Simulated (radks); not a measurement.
Task: Os II, configuration [Xe] 4f13 5d7 6s1 (not the ground configuration). Method: scalar-relativistic Kohn-Sham, r2SCAN, spin-polarised, spherical densities, finite nucleus; open shells are filled with parallel spins first (spin-orbit coupling, left out, can overturn this in heavy ions); meta-GGA in the generalised Kohn-Sham scheme; Fermi nuclear charge, rms radius 5.4126 fm; computed with a radial shooting solver on a logarithmic mesh with Libxc functionals. Some entries of the table are withheld. Estimate them.

orbital,occ.,eigenvalue (eV),<r> (bohr)
1s up,1,-73961.21,0.01774
1s down,1,-73961.20,0.01774
2s up,1,-12924.85,0.07489
2s down,1,-12924.55,0.07489
2p up,3,-11255.36,0.06729
2p down,3,-11255.12,0.06728
3s up,1,-3035.418,0.1937
3s down,1,-3034.465,0.1937
3p up,3,-2542.974,0.1944
3p down,3,-2541.990,0.1944
3d up,5,-1991.340,0.1763
3d down,5,-1990.466,0.1763
4s up,1,-662.6670,0.4309
4s down,1,-660.8386,0.4311
4p up,3,-499.9486,0.4577
4p down,3,-498.1938,0.4579
4d up,5,-296.9195,0.4862
4d down,5,-295.1402,0.4864
5s up,1,-106.6994,0.9984
5s down,1,-104.4376,0.9949
4f up,7,(1),0.5436
4f down,6,(2),0.5432
5p up,3,-64.5053,1.154
5p down,3,-61.9383,1.146
5d up,5,-16.7608,1.668
6s up,1,-14.4708,(3)
5d down,2,-13.6897,1.677
6s down,0,-11.4510,(4)

Result: 
(1) 4f up eigenvalue (eV): -71.6193
(2) 4f down eigenvalue (eV): -69.7167
(3) 6s up <r> (bohr): 2.660
(4) 6s down <r> (bohr): 2.828
